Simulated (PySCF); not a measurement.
AgCl, charge +1, doublet, at a GFN2-xTB geometry (such geometries of metal compounds can be far from the true shape) (the multiplicity is a formal guess) (core potentials on Ag); CAMB3LYP/def2-SVP run with PySCF.

Input for PySCF:
```python
from pyscf import gto, scf, dft

mol = gto.M(
    atom='''
Ag   -0.00000000   -0.00000000   -0.60768631
Cl    0.00000000    0.00000000    1.68007392
''',
    basis='def2-svp',
    ecp={'Ag': 'def2-svp'},
    charge=1,
    spin=1,
    verbose=4,
)

mf = dft.UKS(mol)
mf.xc = 'camb3lyp'
mf.kernel()
```

Output, abridged:

```
PySCF version 2.14.0

[INPUT] verbose = 4
[INPUT] num. atoms = 2
[INPUT] num. electrons = 35
[INPUT] charge = 1
[INPUT] spin (= nelec alpha-beta = 2S) = 1
[INPUT] symmetry False subgroup None
[INPUT] Mole.unit = angstrom
[INPUT] Symbol           X                Y                Z      unit          X                Y                Z       unit  Magmom
[INPUT]  1 Ag     0.000000000000   0.000000000000  -0.607686310000 AA    0.000000000000   0.000000000000  -1.148360695548 Bohr   0.0
[INPUT]  2 Cl     0.000000000000   0.000000000000   1.680073920000 AA    0.000000000000   0.000000000000   3.174879577824 Bohr   0.0

nuclear repulsion = 74.7124794310984
number of shells = 19
number of NR pGTOs = 93
number of NR cGTOs = 49
basis = def2-svp
ecp = {'Ag': 'def2-svp'}

******** <class 'pyscf.dft.uks.UKS'> ********
method = UKS
initial guess = minao
damping factor = 0
level_shift factor = 0
DIIS = <class 'pyscf.scf.diis.CDIIS'>
diis_start_cycle = 1
diis_space = 8
diis_damp = 0
SCF conv_tol = 1e-09
SCF conv_tol_grad = None
SCF max_cycles = 50
direct_scf = True
direct_scf_tol = 1e-13
number electrons alpha = 18  beta = 17
XC library pyscf.dft.libxc version 7.1.2
    S. Lehtola, C. Steigemann, M. J. T. Oliveira, and M. A. L. Marques,  SoftwareX 7, 1–5 (2018)
XC functionals = camb3lyp
    T. Yanai, D. P. Tew, and N. C. Handy,  Chem. Phys. Lett. 393, 51 (2004)
radial grids:
    Treutler-Ahlrichs [JCP 102, 346 (1995); DOI:10.1063/1.469408] (M4) radial grids

becke partition: Becke, JCP 88, 2547 (1988); DOI:10.1063/1.454033
pruning grids: <function nwchem_prune>
grids dens level: 3
symmetrized grids: False
atomic radii adjust function: <function treutler_atomic_radii_adjust>
small_rho_cutoff = 0
Set gradient conv threshold to 3.16228e-05
tot grids = 41320
init E= -594.451999116721

cycle= 1 E= -605.986330952663  delta_E= -11.5  |g|= 1.05  |ddm|= 2.43

cycle= 2 E= -604.040907294693  delta_E= 1.95  |g|= 2.46  |ddm|= 3.05
cycle= 3 E= -606.643936859055  delta_E= -2.6  |g|= 0.08  |ddm|= 1.99
cycle= 4 E= -606.649296008911  delta_E= -0.00536  |g|= 0.0407  |ddm|= 0.176
cycle= 5 E= -606.649979733237  delta_E= -0.000684  |g|= 0.0102  |ddm|= 0.0377
cycle= 6 E= -606.650105442961  delta_E= -0.000126  |g|= 0.00238  |ddm|= 0.0219
cycle= 7 E= -606.650118490769  delta_E= -1.3e-05  |g|= 0.000516  |ddm|= 0.00924
cycle= 8 E= -606.650119237763  delta_E= -7.47e-07  |g|= 0.000231  |ddm|= 0.00225
cycle= 9 E= -606.65011935969  delta_E= -1.22e-07  |g|= 7.61e-05  |ddm|= 0.001
cycle= 10 E= -606.650119373351  delta_E= -1.37e-08  |g|= 3.49e-05  |ddm|= 0.00032
cycle= 11 E= -606.650119375973  delta_E= -2.62e-09  |g|= 9.04e-06  |ddm|= 0.000157
cycle= 12 E= -606.650119376277  delta_E= -3.04e-10  |g|= 2.9e-06  |ddm|= 6.35e-05
Extra cycle  E= -606.650119376291  delta_E= -1.41e-11  |g|= 2.31e-06  |ddm|= 1.03e-05
converged SCF energy = -606.650119376291  <S^2> = 0.75287347  2S+1 = 2.0028714
```
